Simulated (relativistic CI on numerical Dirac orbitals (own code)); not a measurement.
Computed by Dirac-Coulomb-Breit CI, separate exchange-only KLI orbitals for each configuration, model QED, unscaled Slater integrals (own radial code, finite nucleus).

The strongest absorption lines from the ground level of an ion, among the configurations computed and to levels below about 78.2 eV (vacuum wavelength in nm, gf): 22.240 (0.64), 22.462 (0.39), 23.499 (0.9), 27.021 (1.6), 27.639 (13), 28.172 (2.2), 28.746 (6.8), 28.789 (2.1).

(1) Which ion is it?
A. Sr⁴⁺
B. Zr⁶⁺
C. Mo⁸⁺
D. Zr⁸⁺

Answers

(1) B. Zr⁶⁺ has 34 electrons and the ground level 4s²4p⁴ ³P2; the strongest line goes to 4s²4p³4d ³D°3. The pattern of lines fixes the number of electrons, and along that sequence the line energies rise steadily with the charge (about as its square where n changes within one kind of shell, about linearly where n is kept but much faster in heavy ions where fine structure, which grows about as Z⁴, sets the gap, and irregularly where shells cross), which fixes Z. Configurations outside the model, such as inner-shell arrays, can give stronger lines. At this charge configurations can still be misplaced by up to about 7 % of their energy. 51 of the 69 excited levels that our extract of the measured tables holds in this range could be paired (the sources list more); they are missed by 6727 cm⁻¹ on average and 15973 at most, and levels without a partner can miss by more.

LS names give the leading component of a level, which can be under half, so a name can repeat, a term be missing and a line seem to break the LS rules.
